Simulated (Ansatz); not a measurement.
Gas-phase electronic energies from Ansatz, PBE0-D4/def2-TZVP geometries. CCSD(T)/CBS adds triple-zeta CCSD(T) − MP2 to the extrapolated MP2 energy (def2 sets, frozen cores). DFT in def2-TZVPP. def2 core potentials past Kr. For Ge, In outer-core shells are correlated without core-valence functions, which leaves a few kJ/mol of doubt a bond. Scalar relativity is left out up to krypton. Each species was taken in one conformer, which may not be the lowest.

Consider the substitution at a C–C bond: `C[CH](F)[InH2]` + `[NH2][Ge][OH]` → `C[O][Ge][NH2]` + `F[CH2][InH2]`.

```json
{"species": "`C[CH](F)[InH2]`", "revPBE-D4 energy (Eh)": "-369.83802"}
{"species": "`[NH2][Ge][OH]`", "revPBE-D4 energy (Eh)": "-2208.69980"}
{"species": "`C[O][Ge][NH2]`", "revPBE-D4 energy (Eh)": "-2248.00456"}
{"species": "`F[CH2][InH2]`", "revPBE-D4 energy (Eh)": "-330.51175"}
```

Problem. Work out ΔE.

Solution. ΔE = (-2248.00456) + (-330.51175) − (-369.83802) − (-2208.69980) = 0.02151 Eh = +56.5 kJ/mol. CCSD(T)/CBS gives +61.4 kJ/mol.

Largest T1 diagnostic among the species: 0.014.

Leaving LDA and LC-ωPBE aside and taking each functional with its dispersion term where it has one, the values, not all of them listed here, spread over 6.1 kJ/mol, from BLYP-D4 to ωB97M-V. In def2-TZVPP, CCSD(T) changes the Hartree–Fock value by +9.3 kJ/mol (the triples alone add +0.7 kJ/mol) and MP2 by +13.3 kJ/mol. At CCSD(T), def2-SVP lies −10.8 kJ/mol from the extrapolated value and def2-TZVPP −3.8 kJ/mol.
